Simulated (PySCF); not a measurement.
Vertical excitations of a molecule C2H4Cl2Si from TDA-B3LYP/def2-SVPD in PySCF, as energy in eV (oscillator strength): 6.27 (0.001), 6.37 (0.228), 6.51 (0.000), 6.58 (0.091), 6.68 (0.004), 6.71 (0.000), 7.18 (0.001), 7.41 (0.006), 7.47 (0.019), 7.49 (0.000). Lowest triplet (TDA): 3.95 eV. The structure is a stationary point at PBE0-D3(BJ)/def2-SVP. One conformer was computed; it need not be the lowest.

Problem. Pick the molecule that these values belong to.
A) [SiH3]C=C(Cl)Cl
B) Cl/C=C\[SiH2]Cl
C) C=C[SiH](Cl)Cl
D) C=C(Cl)[SiH2]Cl

Solution. B, Cl/C=C\[SiH2]Cl
